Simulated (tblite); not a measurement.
Compound: C5H3BrCl3F.
Atom-mapped SMILES: `[F:1][CH2:2][C@H:3]([Br:4])[C:5]#[C:6][C:7]([Cl:8])([Cl:9])[Cl:10]` (hydrogens: H11, H12 on C2; H13 on C3)

Computed with GFN2-xTB (tblite), gas phase: L-BFGS steps from a force-field or distance-geometry start until the largest atomic force falls under 0.01 eV/Å.

Step 6: E = -942.3631 eV
```
atom  x, y, z in Å  |  force x, y, z in eV/Å
F1     -2.2660   -1.4320   -0.1646    0.004   0.000  -0.033
C2     -2.2166   -0.1063   -0.4945   -0.002  -0.034   0.020
C3     -1.2219    0.5977    0.4291   -0.035   0.019   0.030
Br4    -1.4128    2.5445    0.1652    0.017   0.006  -0.038
C5      0.1399    0.2060    0.1899    0.053  -0.025  -0.030
C6      1.2815   -0.0949   -0.0367    0.005  -0.002  -0.007
C7      2.6404   -0.4759   -0.2841   -0.005   0.006  -0.012
Cl8     3.7287    0.9112    0.0025   -0.019   0.039   0.010
Cl9     2.8331   -1.0154   -1.9761   -0.037   0.003  -0.014
Cl10    3.1186   -1.8121    0.8000   -0.035  -0.015   0.024
H11    -3.2271    0.2965   -0.3645    0.018   0.025   0.027
H12    -1.9146   -0.0349   -1.5433    0.041  -0.005  -0.026
H13    -1.4876    0.4159    1.4736   -0.005  -0.017   0.049
```

Step 7: E = -942.3635 eV
```
atom  x, y, z in Å  |  force x, y, z in eV/Å
F1     -2.2661   -1.4323   -0.1657    0.004  -0.020  -0.024
C2     -2.2163   -0.1072   -0.4944    0.007   0.002  -0.009
C3     -1.2230    0.5981    0.4292    0.028  -0.008   0.033
Br4    -1.4120    2.5444    0.1640    0.014   0.003  -0.036
C5      0.1397    0.2053    0.1898    0.001  -0.003  -0.019
C6      1.2813   -0.0944   -0.0369    0.005  -0.005  -0.007
C7      2.6395   -0.4757   -0.2842    0.011   0.002  -0.011
Cl8     3.7275    0.9115    0.0025   -0.014   0.042   0.011
Cl9     2.8322   -1.0151   -1.9758   -0.035   0.000  -0.021
Cl10    3.1175   -1.8119    0.8001   -0.034  -0.016   0.025
H11    -3.2255    0.2975   -0.3626    0.003   0.018   0.012
H12    -1.9126   -0.0350   -1.5437    0.023  -0.005   0.002
H13    -1.4867    0.4153    1.4741   -0.012  -0.009   0.044
```

Step 8: E = -942.3639 eV
```
atom  x, y, z in Å  |  force x, y, z in eV/Å
F1     -2.2661   -1.4329   -0.1673    0.003  -0.027  -0.016
C2     -2.2158   -0.1081   -0.4943    0.016   0.032  -0.022
C3     -1.2237    0.5983    0.4300    0.068  -0.035   0.027
Br4    -1.4110    2.5443    0.1621    0.011  -0.005  -0.030
C5      0.1396    0.2045    0.1892   -0.037   0.014  -0.003
C6      1.2813   -0.0941   -0.0373    0.002  -0.007  -0.006
C7      2.6391   -0.4754   -0.2845    0.018  -0.001  -0.007
Cl8     3.7261    0.9126    0.0028   -0.013   0.034   0.008
Cl9     2.8305   -1.0147   -1.9760   -0.028  -0.001  -0.021
Cl10    3.1158   -1.8120    0.8007   -0.031  -0.009   0.018
H11    -3.2240    0.2987   -0.3606   -0.004   0.006  -0.005
H12    -1.9103   -0.0352   -1.5441    0.006  -0.002   0.029
H13    -1.4861    0.4145    1.4756   -0.013   0.001   0.026
```

Step 9: E = -942.3643 eV
```
atom  x, y, z in Å  |  force x, y, z in eV/Å
F1     -2.2660   -1.4339   -0.1693    0.002  -0.018  -0.010
C2     -2.2150   -0.1086   -0.4943    0.021   0.042  -0.015
C3     -1.2235    0.5979    0.4315    0.072  -0.048   0.015
Br4    -1.4096    2.5442    0.1594    0.009  -0.016  -0.021
C5      0.1394    0.2038    0.1884   -0.045   0.020   0.015
C6      1.2813   -0.0939   -0.0377    0.001  -0.007  -0.004
C7      2.6389   -0.4751   -0.2851    0.015  -0.001  -0.002
Cl8     3.7243    0.9146    0.0033   -0.013   0.017   0.004
Cl9     2.8282   -1.0144   -1.9766   -0.018   0.000  -0.014
Cl10    3.1133   -1.8124    0.8018   -0.025   0.004   0.005
H11    -3.2223    0.3002   -0.3586   -0.003  -0.007  -0.021
H12    -1.9076   -0.0355   -1.5441   -0.008   0.004   0.046
H13    -1.4858    0.4137    1.4777   -0.007   0.011   0.003
```

**Question.** Estimate the geometry and energy of step 10. (The exact step hangs on the optimiser's Hessian estimate; all steps are aligned on step 9, rigid shifts and turns removed.)

**Answer.** E = -942.3646 eV, largest force 0.055 eV/Å
```
atom  x, y, z in Å  |  force x, y, z in eV/Å
F1     -2.2659   -1.4349   -0.1713    0.000  -0.001  -0.007
C2     -2.2141   -0.1085   -0.4942    0.017   0.027   0.003
C3     -1.2225    0.5969    0.4331    0.040  -0.037   0.003
Br4    -1.4084    2.5438    0.1568    0.009  -0.025  -0.012
C5      0.1392    0.2034    0.1879   -0.020   0.011   0.026
C6      1.2812   -0.0939   -0.0382    0.001  -0.006  -0.002
C7      2.6389   -0.4749   -0.2855    0.005   0.000   0.002
Cl8     3.7226    0.9165    0.0037   -0.013   0.001  -0.001
Cl9     2.8259   -1.0141   -1.9774   -0.009   0.001  -0.006
Cl10    3.1108   -1.8126    0.8028   -0.019   0.014  -0.007
H11    -3.2210    0.3012   -0.3575    0.001  -0.015  -0.029
H12    -1.9054   -0.0356   -1.5434   -0.011   0.013   0.042
H13    -1.4856    0.4132    1.4796   -0.001   0.016  -0.012
```

The energy changes by -0.0003 eV. The first-order estimate −F·Δx gives -0.0004 eV and the mean of the old and new forces, exact on a quadratic surface, -0.0003 eV. The step makes an angle of 65° with the force vector and moves no atom by more than 0.003 Å.

The cost below is that of the whole relaxation. On one thread, AMD EPYC 7B13 (x86_64), shared host with 64 logical CPUs at a one-minute load of 10, this took 0.41 s wall.
